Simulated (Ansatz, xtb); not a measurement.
System: BO₂ (charge 0, doublet). It need not be the lowest isomer of its formula. SMILES: [O]B=O
Structure (B3LYP-D3(BJ)/def2-TZVP (Ansatz, a program for electronic structure) minimum search):
```
B
O 1 1.2612
O 1 1.2612 2 180.00
```
Charge 0, spin multiplicity 2.

Harmonic wavenumbers from GFN2-xTB (xtb, at its own minimum), cm⁻¹: 394, 394, 1146, 1813.

### Question
Give the harmonic wavenumbers at B3LYP-D3(BJ)/def2-TZVP (Ansatz, finite differences of forces, unscaled).

### Answer
425, 511, 1089, 1469 cm⁻¹. Zero-point energy 5.0 kcal/mol.

### Question
From these and the geometry, give the ideal-gas thermochemistry at 298.15 K and 1 atm (rigid rotor, harmonic oscillator).

### Answer
Point group D∞h, rotational symmetry number 2. Rotational constants 9.929, 9.929 GHz. S(trans) 37.19, S(rot) 13.41, S(vib) 1.58, S(elec, spin only) 1.38, S 53.6 cal/(mol K). H(298) - H(0) 2.41 kcal/mol; G - E(el) -8.6 kcal/mol.
